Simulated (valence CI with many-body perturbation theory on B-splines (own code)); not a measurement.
## Ho53+: electric-dipole lines

Computed by valence CI with perturbative core correlation (CI+MBPT): four valence electrons over a frozen Dirac-Fock core [Ne], radial functions for each j: 11 s, 11 p, 9 d, 7 f, 5 g, 2 h, 1 i, with the one-electron correlation potential Σ1, the two-electron term Σ2, the three-electron term Σ3, Breit, model QED; selected CI, second order for the rest (own B-spline code, finite nucleus).

No measured spectrum was set against this ion. As an estimate, large intervals hold to a few tenths of a per cent, small ones and those within an open d or f shell to about a per cent.

Lines 1 to 50 of 231 in falling wavelength, among levels below 7285.8 × 10³ cm⁻¹, chosen from the strongest by gf and those to the six lowest levels. Wavelengths and rates use the calculated energies. Electric multipoles are in the length gauge, E1 and E2 with the static RPA response of the core. Weak lines are less certain than strong ones. Lines between different terms over intervals too small for the method are left out, as are lines whose strength nearly cancels. The highest levels of a list are the least certain.

Levels are named by their leading jj configuration (3d3/2^4 stands for four electrons in 3d with j = 3/2), which in mixed levels can hold well under half, so a name can repeat and another be missing. Letters in brackets count levels of one name in rising energy.

| λ vac (nm) | Upper | Lower | A (s⁻¹) | log gf | Branch % |
| --- | --- | --- | --- | --- | --- |
| 36.16 | (3s^2 3p3/2^2) J=2 | (3s^2 3p1/2 3d3/2) J=2 | 2.98e+05 | -4.53 | 0.2 |
| 20.78 | (3s^2 3p3/2^2) J=2 | (3s 3p1/2^2 3p3/2) J=1 | 2.03e+07 | -3.18 | 13.5 |
| 15.95 | (3s^2 3p3/2^2) J=0 | (3s 3p1/2^2 3p3/2) J=1 | 4.66e+07 | -3.75 | 26.7 |
| 14.61 | (3s^2 3p3/2^2) J=2 | (3s 3p1/2^2 3p3/2) J=2 | 2.41e+07 | -3.41 | 16.0 |
| 12.33 | (3s 3p1/2 3p3/2 3d3/2) J=3 [a] | (3s^2 3p3/2 3d3/2) J=2 | 1.71e+09 | -1.56 | 4.2 |
| 10.69 | (3s 3p1/2^2 3d3/2) J=2 | (3s^2 3p1/2 3d3/2) J=1 | 5.91e+09 | -1.30 | 14.7 |
| 10.60 | (3s 3p1/2 3p3/2 3d5/2) J=4 [a] | (3s^2 3p3/2 3d5/2) J=4 | 2.08e+09 | -1.50 | 48.8 |
| 10.59 | (3s 3p1/2 3p3/2 3d3/2) J=4 | (3s^2 3p3/2 3d3/2) J=3 | 6.74e+09 | -0.99 | 40.1 |
| 9.788 | (3s 3p1/2 3p3/2 3d5/2) J=4 [b] | (3s^2 3p3/2 3d5/2) J=3 | 4.72e+09 | -1.21 | 2.5 |
| 9.721 | (3s 3p1/2 3p3/2 3d3/2) J=2 [c] | (3s^2 3p3/2 3d3/2) J=2 | 5.29e+09 | -1.43 | 0.8 |
| 9.167 | (3s 3p1/2^2 3p3/2) J=2 | (3s^2 3p1/2 3p3/2) J=2 | 8.55e+09 | -1.27 | 44.2 |
| 9.068 | (3s 3p1/2 3p3/2 3d5/2) J=5 | (3s^2 3p3/2 3d5/2) J=4 | 1.59e+10 | -0.67 | 100.0 |
| 9.066 | (3s 3p1/2 3p3/2 3d3/2) J=2 [d] | (3s^2 3p3/2 3d3/2) J=1 | 5.86e+09 | -1.44 | 0.4 |
| 9.002 | (3s 3p1/2 3p3/2 3d5/2) J=3 [a] | (3s^2 3p3/2 3d5/2) J=2 | 6.59e+09 | -1.25 | 2.2 |
| 8.919 | (3s 3p1/2 3p3/2^2) J=3 | (3s^2 3p3/2^2) J=2 | 1.02e+10 | -1.07 | 5.5 |
| 8.885 | (3s 3p1/2 3p3/2 3d5/2) J=4 [c] | (3s^2 3p3/2 3d5/2) J=3 | 8.87e+09 | -1.02 | 1.4 |
| 8.723 | (3s 3p1/2^2 3d5/2) J=3 | (3s^2 3p1/2 3d5/2) J=3 | 1.22e+10 | -1.01 | 7.9 |
| 8.702 | (3s 3p1/2 3p3/2 3d3/2) J=1 [c] | (3s^2 3p3/2 3d3/2) J=1 | 1.03e+10 | -1.45 | 0.7 |
| 8.671 | (3s 3p1/2^2 3d5/2) J=3 | (3s^2 3p1/2 3d5/2) J=2 | 1.97e+10 | -0.81 | 12.7 |
| 8.634 | (3s 3p1/2^2 3p3/2) J=2 | (3s^2 3p1/2 3p3/2) J=1 | 1.08e+10 | -1.22 | 55.8 |
| 8.618 | (3s 3p1/2 3p3/2 3d3/2) J=3 [c] | (3s^2 3p3/2 3d3/2) J=3 | 1.18e+10 | -1.04 | 1.1 |
| 8.616 | (3s 3p1/2 3p3/2^2) J=1 [a] | (3s^2 3p3/2^2) J=0 | 7.95e+09 | -1.58 | 1.4 |
| 8.584 | (3s 3p1/2 3p3/2 3d5/2) J=1 [c] | (3s^2 3p3/2 3d5/2) J=1 | 1.20e+10 | -1.40 | 2.1 |
| 8.437 | (3s 3p1/2 3p3/2 3d5/2) J=3 [b] | (3s^2 3p3/2 3d5/2) J=2 | 1.01e+10 | -1.12 | 2.4 |
| 8.432 | (3s 3p1/2^2 3d3/2) J=1 | (3s^2 3p1/2 3d3/2) J=2 | 2.45e+10 | -1.11 | 59.5 |
| 8.412 | (3s 3p1/2 3p3/2 3d5/2) J=1 [a] | (3s^2 3p3/2 3d5/2) J=2 | 8.15e+09 | -1.59 | 1.1 |
| 8.397 | (3s 3p1/2 3p3/2 3d5/2) J=2 [c] | (3s^2 3p3/2 3d5/2) J=1 | 7.91e+09 | -1.38 | 0.6 |
| 8.196 | (3s 3p1/2 3p3/2 3d5/2) J=2 [b] | (3s^2 3p3/2 3d5/2) J=2 | 1.39e+10 | -1.16 | 2.9 |
| 8.091 | (3s 3p1/2^2 3d3/2) J=2 | (3s^2 3p1/2 3d3/2) J=2 | 1.85e+10 | -1.04 | 46.2 |
| 8.061 | (3s 3p1/2 3p3/2 3d5/2) J=2 [d] | (3s^2 3p3/2 3d5/2) J=1 | 9.68e+09 | -1.33 | 0.6 |
| 8.046 | (3s 3p1/2 3p3/2 3d5/2) J=3 [d] | (3s^2 3p3/2 3d5/2) J=3 | 1.64e+10 | -0.95 | 1.7 |
| 8.042 | (3s 3p1/2 3p3/2 3d3/2) J=2 [b] | (3s 3p1/2 3p3/2^2) J=2 [b] | 8.68e+09 | -1.38 | 1.6 |
| 8.028 | (3s 3p1/2^2 3d5/2) J=2 | (3s^2 3p1/2 3d5/2) J=3 | 2.73e+10 | -0.88 | 15.8 |
| 7.989 | (3s 3p1/2 3p3/2 3d3/2) J=2 [b] | (3s 3p1/2 3p3/2^2) J=1 [a] | 6.56e+09 | -1.50 | 1.2 |
| 7.984 | (3s 3p1/2^2 3d5/2) J=2 | (3s^2 3p1/2 3d5/2) J=2 | 6.95e+09 | -1.48 | 4.0 |
| 7.953 | (3s 3p1/2 3p3/2 3d5/2) J=2 [c] | (3s^2 3p3/2 3d5/2) J=3 | 7.57e+09 | -1.44 | 0.6 |
| 7.913 | (3s 3p1/2 3p3/2 3d5/2) J=4 [b] | (3s^2 3p3/2 3d5/2) J=4 | 5.67e+09 | -1.32 | 3.0 |
| 7.727 | (3s 3p1/2^2 3p3/2) J=1 | (3s^2 3p1/2 3p3/2) J=2 | 3.24e+10 | -1.06 | 8.2 |
| 7.663 | (3s 3p1/2 3p3/2 3d3/2) J=2 [a] | (3s 3p1/2 3p3/2^2) J=3 | 1.70e+10 | -1.13 | 6.2 |
| 7.654 | (3s 3p1/2 3p3/2^2) J=1 [a] | (3s^2 3p3/2^2) J=2 | 1.24e+10 | -1.49 | 2.2 |
| 7.650 | (3s 3p1/2 3p3/2 3d5/2) J=2 [d] | (3s^2 3p3/2 3d5/2) J=3 | 1.24e+10 | -1.26 | 0.8 |
| 7.607 | (3s 3p1/2 3p3/2^2) J=2 [b] | (3s^2 3p3/2^2) J=2 | 1.86e+10 | -1.09 | 2.6 |
| 7.575 | (3p1/2^2 3p3/2^2) J=0 | (3s 3p1/2 3p3/2^2) J=1 [a] | 5.83e+10 | -1.30 | 8.4 |
| 7.409 | (3s 3p1/2 3p3/2 3d5/2) J=3 [c] | (3s^2 3p3/2 3d5/2) J=4 | 2.34e+10 | -0.87 | 2.6 |
| 7.345 | (3s 3p1/2^2 3p3/2) J=1 | (3s^2 3p1/2 3p3/2) J=1 | 1.02e+10 | -1.60 | 2.6 |
| 7.317 | (3s 3p1/2 3p3/2 3d3/2) J=2 [e] | (3s^2 3p3/2 3d3/2) J=3 | 2.50e+10 | -1.00 | 1.2 |
| 7.312 | (3s 3p1/2 3p3/2 3d5/2) J=4 [c] | (3s^2 3p3/2 3d5/2) J=4 | 1.48e+10 | -0.97 | 2.3 |
| 7.191 | (3s 3p1/2^2 3d3/2) J=1 | (3s 3p1/2^2 3p3/2) J=1 | 1.18e+10 | -1.56 | 28.6 |
| 7.190 | (3s 3p1/2 3p3/2^2) J=1 [b] | (3s^2 3p3/2^2) J=2 | 1.43e+10 | -1.48 | 0.9 |
| 7.005 | (3s 3p1/2 3p3/2 3d3/2) J=2 [a] | (3s 3p1/2 3p3/2^2) J=2 [a] | 1.31e+10 | -1.32 | 4.8 |
